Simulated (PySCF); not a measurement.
Levels of Hf(67+) from EOM-EA-GCCSD

Reference: closed-shell Hf(68+), [He] 2s2; one electron is added. Calculated with PySCF 2.14, two-component X2C-1e with screened spin-orbit coupling, an even-tempered Gaussian basis (17 s from 13 bohr⁻², ratio 2.6; 13 p from 17 bohr⁻², ratio 2.6; 7 d from 17 bohr⁻², ratio 2.8; 4 f from 330 bohr⁻², ratio 2.8); frozen nothing; the 30 highest virtual spinors dropped; of the others 54 kept and the rest restored at second order. No Breit or QED terms. Binding energies in eV.

| level | Koopmans |
| --- | --- |
| 2p1/2 | 17695.4 |
| 2p3/2 | 16391.9 |

Task: How does correlation move these levels?

Result: 2p1/2: second order 17694.1, EOM-CCSD 17690.1; 2p3/2: second order 16392.9, EOM-CCSD 16392.9.

For comparison, the ionisation energy of Hf(67+) is 17680 ± 40 eV (theoretical estimate listed by NIST; NIST Atomic Spectra Database, ionization energies).

Only part of the computed levels is shown.
